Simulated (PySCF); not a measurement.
# Electronic structure of Ti⁺ (titanium, charge +1) at the UHF level

Configuration: [Ar] 3d2 4s1, high-spin 4F determinant. All numbers are calculated (PySCF 2.14, scalar relativity by spin-free X2C-1e, in cc-pVTZ-DK).

```
Total energy                        : -852.543294 hartree
One-electron energy                 : -1162.8660 hartree
Hartree (Coulomb) energy            : 351.6269 hartree
Exchange energy                     : -41.3042 hartree
⟨S²⟩                                : 3.7526
⟨L²⟩                                : 12.037
Sum of ⟨r⟩                          : 17.24 bohr
Sum of ⟨r²⟩                         : 29.10 bohr²
Langevin diamagnetic susceptibility : -23.0 ×10⁻⁶ cm³/mol
Time after the integrals            : 0.72 s of wall time on 1 thread of Neoverse-N1 (shared host)
```

```json
{"shell": "1s α", "electrons": "1", "mean orbital energy (eV)": "-5024.9", "rms radius, mean of both spins (bohr)": "0.0804"}
{"shell": "1s β", "electrons": "1", "mean orbital energy (eV)": "-5024.9", "rms radius, mean of both spins (bohr)": "0.0804"}
{"shell": "2s α", "electrons": "1", "mean orbital energy (eV)": "-596.78", "rms radius, mean of both spins (bohr)": "0.350"}
{"shell": "2s β", "electrons": "1", "mean orbital energy (eV)": "-595.75", "rms radius, mean of both spins (bohr)": "0.350"}
{"shell": "2p α", "electrons": "3", "mean orbital energy (eV)": "-492.49", "rms radius, mean of both spins (bohr)": "0.320"}
{"shell": "2p β", "electrons": "3", "mean orbital energy (eV)": "-491.54", "rms radius, mean of both spins (bohr)": "0.320"}
{"shell": "3s α", "electrons": "1", "mean orbital energy (eV)": "-88.050", "rms radius, mean of both spins (bohr)": "1.08"}
{"shell": "3s β", "electrons": "1", "mean orbital energy (eV)": "-84.236", "rms radius, mean of both spins (bohr)": "1.08"}
{"shell": "3p α", "electrons": "3", "mean orbital energy (eV)": "-58.296", "rms radius, mean of both spins (bohr)": "1.18"}
{"shell": "3p β", "electrons": "3", "mean orbital energy (eV)": "-53.846", "rms radius, mean of both spins (bohr)": "1.18"}
{"shell": "3d α", "electrons": "2", "mean orbital energy (eV)": "-19.210", "rms radius, mean of both spins (bohr)": "1.63"}
{"shell": "4s α", "electrons": "1", "mean orbital energy (eV)": "-13.034", "rms radius, mean of both spins (bohr)": "3.49"}
```

Densities and radii are taken from the X2C orbitals without a picture-change correction, which distorts them close to the nucleus.
